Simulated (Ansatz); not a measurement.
Input file for CH₃ClF₂SZr (`C[S][Zr]([F])([F])[Cl]`):

```yaml
crystal:
  periodic: [false, false, false]
  atoms:
    - {symbol: C, position_ang: [0.641363, -1.401947, -0.194238]}
    - {symbol: S, position_ang: [0.293819, -0.635887, 1.429446]}
    - {symbol: Zr, position_ang: [-0.579195, 1.266307, 0.256003]}
    - {symbol: F, position_ang: [-1.998347, 0.679948, -0.855497]}
    - {symbol: F, position_ang: [0.788712, 1.955279, -0.860767]}
    - {symbol: Cl, position_ang: [-1.297534, 2.842562, 1.824590]}
    - {symbol: H, position_ang: [1.710762, -1.588918, -0.273066]}
    - {symbol: H, position_ang: [0.084234, -2.334037, -0.269776]}
    - {symbol: H, position_ang: [0.356186, -0.783296, -1.056694]}
basis:
  gaussian: {orbitals: def2-TZVPP}
correlation: {method: ccsd_t}
output: {orbitals: {seedname: orbitals}}
```

```sh
$ ansatz run in.yaml --threads 2 --pin off --events-out ev --progress --plain --max-ram 32768MiB --backend cuda --devices 0, --max-vram 18GiB
```

Output of Ansatz, abridged:

```
Functional definition: HF
1706 factors; integrals over basis functions are off by at most 1.1e-3 eV
mean field evaluation 1: about -31083.2279 eV, gradient 5.2e1 eV
mean field evaluation 2: about -31083.4596 eV, gradient 5.2e1 eV
mean field evaluation 4: about -31088.6894 eV, gradient 3.1e0 eV
mean field evaluation 8: about -31088.7593 eV, gradient 2.8e-1 eV
mean field evaluation 16: about -31088.7599 eV, gradient 2.5e-6 eV
mean field -31088.75990114 eV, -1142.4908536487 hartree, gradient 2.5e-6 eV, S^2 0.000000; 0 other end points of the search recorded, 0 dependent functions left out
13 core orbitals not correlated: weight in the atoms' cores, before any rotation towards them, 1.000 or more for the frozen orbitals, at most 0.000 for the correlated occupied ones
reference -31088.75990114 eV, -1142.4908536487 hartree; 23, 23 occupied and 239, 239 virtual orbitals, 1706 factors
second order -37.85738736 eV of doubles, -0.00000000 eV of singles
cycle   1  -37.53168872 eV  change    3.3e-1 eV  update   1.8e-1
cycle   2  -38.42172322 eV  change   -8.9e-1 eV  update   7.8e-2
cycle   3  -38.70576122 eV  change   -2.8e-1 eV  update   3.3e-2
cycle   4  -38.69130475 eV  change    1.4e-2 eV  update   9.5e-3
cycle   5  -38.67716645 eV  change    1.4e-2 eV  update   3.7e-3
cycle   6  -38.67808964 eV  change   -9.2e-4 eV  update   1.4e-3
cycle   7  -38.67855211 eV  change   -4.6e-4 eV  update   5.2e-4
cycle   8  -38.67820513 eV  change    3.5e-4 eV  update   2.7e-4
cycle   9  -38.67827930 eV  change   -7.4e-5 eV  update   9.4e-5
cycle  10  -38.67839312 eV  change   -1.1e-4 eV  update   4.1e-5
cycle  11  -38.67831573 eV  change    7.7e-5 eV  update   1.5e-5
cycle  12  -38.67832076 eV  change   -5.0e-6 eV  update   8.1e-6
perturbative correction -1.64046052 eV, -0.0602858120 hartree
Total energy: -31129.07868242 eV, -1143.9725415316 hartree
```

It took 8.5 s on 2 threads of an AMD EPYC 7R13 on a shared host and a share of an NVIDIA H100 80 GB, with 0.84 GiB of host memory at the peak.

Correlation energy per correlated electron: -0.876 eV. T1 diagnostic: 0.0165.
